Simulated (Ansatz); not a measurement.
A geometry relaxed with PBE-D3(BJ)/def2-SVP (Ansatz, a quantum-chemistry and plane-wave program), charge 0, multiplicity 1:

```xyz
20

H     -2.2469    -1.5567     0.5135
H     -2.1144    -2.2729    -1.1302
H     -0.9289     2.7676     0.2450
H      0.9599     0.1031    -2.5553
H     -2.3376     1.6507     0.3328
H      1.8370     1.6781    -2.5465
O     -0.6856    -0.8514    -0.7087
C      1.3909    -0.9966     1.3709
O      1.1024     1.0994    -0.7113
H      2.0680    -0.3633     1.9777
Si     0.2857     0.0656     0.3106
H     -0.9523    -2.7548     0.1516
H     -1.8512     2.5971     1.7855
C     -1.4663     2.0483     0.9015
C      1.6482     0.7499    -1.9677
C     -1.5273    -1.8956    -0.2671
H      2.0107    -1.6676     0.7423
H      0.7985    -1.6252     2.0661
H      2.6205     0.2144    -1.8611
O     -0.6114     1.0100     1.3503
```

Q: Write the SMILES of this molecule.

A: `CO[Si](C)(OC)OC`
